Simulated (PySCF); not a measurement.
Compound: C₂H₁₁AlO₂Si.
SMILES with atom numbers: `[CH3:1][O+:2]([CH3:3])[AlH2-:4][O:5][SiH3:6]` (hydrogens: H7, H8, H9 on C1; H10, H11, H12 on C3; H13, H14 on Al4; H15, H16, H17 on Si6)

Torsions of this conformer, `[CH3:1][O+:2]([CH3:3])[AlH2-:4][O:5][SiH3:6]`: C1–O2–Al4–O5 -39°, O2–Al4–O5–Si6 -165°.

The closed-shell ground state was solved at several levels (PySCF, density fitting, gas phase, non-relativistic). The structure is a single PBE0-D3(BJ)/def2-SVP conformer in the gas phase; no vibrational or solvent corrections.

| level | basis functions | HOMO (eV) | LUMO (eV) | gap (eV) | dipole (D) |
| --- | --- | --- | --- | --- | --- |
| BHandHLYP/pcSseg-1 | 171 | -8.51 | 1.34 | 9.85 | 5.37 |
| B97-D/pcSseg-1 | 171 | -6.00 | -0.11 | 5.89 | 5.27 |
| PBE0/aug-cc-pVDZ | 245 | -7.27 | -0.41 | 6.86 | 5.17 |
| PBE0/6-31G* | 114 | -7.14 | 0.80 | 7.94 | 5.25 |
| CAM-B3LYP/pcSseg-1 | 171 | -8.65 | 1.48 | 10.13 | 5.33 |
| PBE0/cc-pVDZ | 147 | -7.17 | 0.70 | 7.87 | 5.23 |

(1) Estimate the row for PBE0/6-311+G(2d,p), a basis of 244 functions; the other rows only guide the guess.

(2) Over all these levels, which gives the widest orbital gap and which the narrowest?

(3) How much does the basis alone move the frontier levels among the 4 PBE0 rows (the withheld one included)?

(4) How far do the dipole and the HOMO energy spread over the levels?

Results:

(1) HOMO -7.30 eV, LUMO -0.10 eV, gap 7.20 eV, dipole 5.21 D.

(2) CAM-B3LYP/pcSseg-1 (range-separated hybrid) has the widest, 10.13 eV, and B97-D/pcSseg-1 (GGA) the narrowest, 5.89 eV. The two share the basis. From the narrowest to the widest the HOMO moves by -2.65 eV and the LUMO by +1.59 eV.

(3) The HOMO by 0.16 eV and the LUMO by 1.21 eV. By rising basis size (HOMO, LUMO in eV): 6-31G* -7.14, 0.80; cc-pVDZ -7.17, 0.70; 6-311+G(2d,p) -7.30, -0.10; aug-cc-pVDZ -7.27, -0.41.

(4) The dipole runs from 5.17 to 5.37 D (mean 5.26 D) and the HOMO from -8.65 to -6.00 eV.
